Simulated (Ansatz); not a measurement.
## GaH, singlet: energies of several shapes or isomers

Program: Ansatz, Gaussian basis, development build. Basis def2-SVP, nonrelativistic, 14 orbitals frozen in the corrections; active space CAS(4,3). Restricted Hartree–Fock, then the lowest state-specific CASSCF solution met for each case. A CASSCF solution shown is a saddle point in the orbitals. Small basis; these aren't basis-limit values. Single-reference values can break down or jump between states where bonds are stretched. Solutions in different active orbitals can move differences by tenths of an eV and at times more than 1 eV.

Case A: bond length 1.6630 Å.

Case B: bond length 4.9890 Å. A bond is stretched, to 3.26 times the sum of the covalent radii.

Case C: bond length 2.4945 Å. A bond is stretched, to 1.63 times the sum of the covalent radii.

Energy less that of case A, in eV:

```json
{"case": "B", "RHF/ROHF": "+5.034", "CASSCF": "+2.555"}
{"case": "C", "RHF/ROHF": "+1.433", "CASSCF": "+1.057"}
```

Problem. What does SC-NEVPT2 give for these differences?

Solution. B: +2.370 eV (54.7 kcal/mol); C: +0.831 eV (19.2 kcal/mol).

Problem. Which case is lowest, and do the methods agree?

Solution. A is lowest in SC-NEVPT2. Of the methods shown, RHF/ROHF, CASSCF agree.
